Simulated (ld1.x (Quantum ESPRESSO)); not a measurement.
**What the settings do to the TM potential of P (Z = 15)**

Base potential:

ld1.x (Quantum ESPRESSO) 7.5 input, shortened:

```
&input
   title='P', zed=15., rel=0, dft='PBE', iswitch=3,
   config='[Ne] 3s1 3p4 3d-2'
 /
 &inputp
   pseudotype=2, tm=.true., lloc=2,
   nlcc=.true., rcore=0.55
 /
3
2S  1  0   2.00   0.00  0.80  0.80  0.0
2P  2  1   6.00   0.00  0.65  0.65  0.0
3D  3  2  -2.00   0.15  0.85  0.85  0.0
 &test
   configts(1)='2s2 2p6 3s1 3p4'
 /
```

Occupied shells without a wave of their own: 3p, 3s. They enter only through the test configuration that unscreens the potential, and ld1.x also counts them in the model core charge.

All-electron outer shells of the reference configuration (PBE, non-relativistic, ld1.x):

```
shell  level (eV)  outermost node (bohr)  outermost maximum (bohr)
   1s    -2079.36                      –                      0.07
   2s     -174.57                   0.14                      0.42
   2p     -126.01                      –                      0.36
   3s      -14.59                   0.66                      1.58
   3p       -6.08                   0.64                      1.81
```

Cutoffs, loose and tight: the cutoffs (Ry, on a coarse ladder) from which the occupation-weighted sum of valence levels, in a spherical-Bessel basis at the reference potential, stays within 10 and 1 mRy of its value at 400 Ry. They do not see the model core or the augmentation charge, which bear on the density cutoff. Test errors are all-electron minus pseudo excitation energies from the reference, over the configurations 2s2 2p6 3s2 3p3; 2s2 2p6 3s2 3p2; 2s2 2p6 3s2 3p1; 2s2 2p6 3s2 3p2.5; 2s2 2p6 3s1 3p3; 2s1 2p6 3s2 3p3; 2s2 2p6 3s1 3p0. A dash means not determined; rows that change the core or the reference have their own tests.

With those shells counted twice in exchange and correlation these files are broken, and their errors move erratically; no question is asked of them.

```csv
change,outcome,"cutoff, loose","cutoff, tight",bound ghosts,largest test error (meV)
base,"generated, misses its reference levels by 0.37 eV",over 300 Ry,over 300 Ry,none,-2724
wave 3d channel at 0.15 Ry: rc 0.85 bohr becomes 3d channel at 0.15 Ry: rc 0.56 bohr,"generated, misses its reference levels by 0.31 eV",over 300 Ry,over 300 Ry,none,-2373
wave 3d channel at 0.15 Ry: rc 0.85 bohr becomes 3d channel at 0.15 Ry: rc 0.64 bohr,"generated, misses its reference levels by 0.31 eV",over 300 Ry,over 300 Ry,none,-2407
wave 3d channel at 0.15 Ry: rc 0.85 bohr becomes 3d channel at 0.15 Ry: rc 0.72 bohr,"generated, misses its reference levels by 0.32 eV",over 300 Ry,over 300 Ry,none,-2481
wave 3d channel at 0.15 Ry: rc 0.85 bohr becomes 3d channel at 0.15 Ry: rc 0.80 bohr,"generated, misses its reference levels by 0.34 eV",over 300 Ry,over 300 Ry,none,-2594
wave 3d channel at 0.15 Ry: rc 0.85 bohr becomes 3d channel at 0.15 Ry: rc 0.88 bohr,"generated, misses its reference levels by 0.38 eV",over 300 Ry,over 300 Ry,none,-2778
wave 3d channel at 0.15 Ry: rc 0.85 bohr becomes 3d channel at 0.15 Ry: rc 0.96 bohr,"generated, misses its reference levels by 0.44 eV",over 300 Ry,over 300 Ry,none,-3061
wave 3d channel at 0.15 Ry: rc 0.85 bohr becomes 3d channel at 0.15 Ry: rc 1.06 bohr,"generated, misses its reference levels by 0.54 eV",over 300 Ry,over 300 Ry,none,-3486
wave 3d channel at 0.15 Ry: rc 0.85 bohr becomes 3d channel at 0.15 Ry: rc 1.14 bohr,"generated, misses its reference levels by 0.88 eV",over 300 Ry,over 300 Ry,none,-4008
wave 3d channel at 0.15 Ry: rc 0.85 bohr becomes 3d channel at 0.15 Ry: rc 1.18 bohr,"generated, misses its reference levels by 0.73 eV",over 300 Ry,over 300 Ry,none,-4163
wave 3d channel at 0.15 Ry: rc 0.85 bohr becomes 3d channel at 0.15 Ry: rc 1.26 bohr,"generated, misses its reference levels by 0.82 eV",over 300 Ry,over 300 Ry,none,-4590
```

Reading the sweep of the d radius (base included, trends over the rows without a ghost): The median size of the test errors (rows with all tests solved) is not monotonic: lowest 261.5 meV at 0.88 bohr, highest 662.8 meV at 1.14 bohr.
